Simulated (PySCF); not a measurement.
GaH3O2, SMILES [OH][GaH][OH].

Coordinates come from a PBE-D3(BJ)/def2-TZVP optimisation. Other conformers were not sampled.

Level of theory: TDA-CAM-B3LYP/def2-SVPD in PySCF.

Vertical excitations.  State labels are in the subgroup Cs.

```tsv
state	symmetry	energy (eV)	λ (nm)	f	main pairs
S1	A"	6.84	181	0.000	HOMO→LUMO+1 86 %
S2	A'	7.12	174	0.015	HOMO→LUMO 75 %, HOMO−3→LUMO+1 12 %
S3	A"	7.16	173	0.007	HOMO−1→LUMO 94 %
S4	A"	7.49	165	0.141	HOMO−2→LUMO+1 64 %, HOMO→LUMO+2 21 %
S5	A"	7.53	165	0.000	HOMO−3→LUMO 97 %
S6	A'	7.58	164	0.032	HOMO−1→LUMO+1 44 %, HOMO−2→LUMO 38 %
S7	A'	8.05	154	0.207	HOMO−3→LUMO+1 34 %, HOMO−1→LUMO+1 24 %, HOMO−2→LUMO 15 %, HOMO→LUMO 12 %
S8	A'	8.30	149	0.122	HOMO−2→LUMO 38 %, HOMO−3→LUMO+1 25 %, HOMO−1→LUMO+1 12 %, HOMO−1→LUMO+2 7 %
S9	A"	8.36	148	0.003	HOMO→LUMO+2 51 %, HOMO−2→LUMO+2 22 %, HOMO−2→LUMO+1 17 %
S10	A"	8.59	144	0.001	HOMO→LUMO+3 59 %, HOMO→LUMO+4 16 %, HOMO−2→LUMO+2 9 %
T1	A'	6.35	195	0	HOMO→LUMO 94 %
T2	A"	6.41	193	0	HOMO→LUMO+1 78 %
T3	A"	6.67	186	0	HOMO−1→LUMO 91 %
T4	A'	6.68	186	0	HOMO−1→LUMO+1 77 %, HOMO−1→LUMO+3 13 %
```
Triplets are in the Tamm–Dancoff approximation.
